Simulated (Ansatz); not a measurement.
Reaction (formal exchange of groups at the Si–C bond): `[SiH3]C=S` + `C=C[Si](N)(O)O` → `C=C[Si](N)(O)[SiH3]` + `OC=S`

Gas-phase electronic energies from Ansatz, PBE0-D4/def2-TZVP geometries. CCSD(T)/CBS is the MP2 limit (def2-TZVPP, def2-QZVPP) plus CCSD(T) − MP2 in def2-TZVPP, frozen cores. This one scheme is used for every species. DFT in def2-TZVPP. B3LYP here is the variant with VWN-RPA as its local correlation; programs differ in this. One conformer a species, not always the lowest.

Task: Is it downhill or uphill in electronic energy at CCSD(T)/CBS, and by how much? (Best estimate.)

Result: Computed: Uphill: ΔE = +1.51 eV.

Task: What do these levels give: PBE0-D4, ωB97X-V, ωB97M-V, r2SCAN, B3LYP, SCS-MP2/def2-TZVPP, CCSD/def2-TZVPP, HF/def2-QZVPP, MP2/def2-QZVPP, HF/CBS(def2), MP2/CBS(def2), CCSD/CBS(def2)? (Best estimate.)

Result: The calculation gave: PBE0-D4 1.16, ωB97X-V 1.32, ωB97M-V 1.43, r2SCAN 1.24, B3LYP 1.32, SCS-MP2/def2-TZVPP 1.56, CCSD/def2-TZVPP 1.53, HF/def2-QZVPP 1.65, MP2/def2-QZVPP 1.55, HF/CBS(def2) 1.65, MP2/CBS(def2) 1.56, CCSD/CBS(def2) 1.56 eV.

Largest T1 diagnostic among the species: 0.018.

From PBE to PBE0 (25 % exact exchange), in def2-TZVPP and without D4, ΔE moves by +0.15 eV. In def2-TZVPP, CCSD(T) changes the Hartree–Fock value by −0.15 eV (the triples alone add −0.05 eV) and MP2 by −0.10 eV.
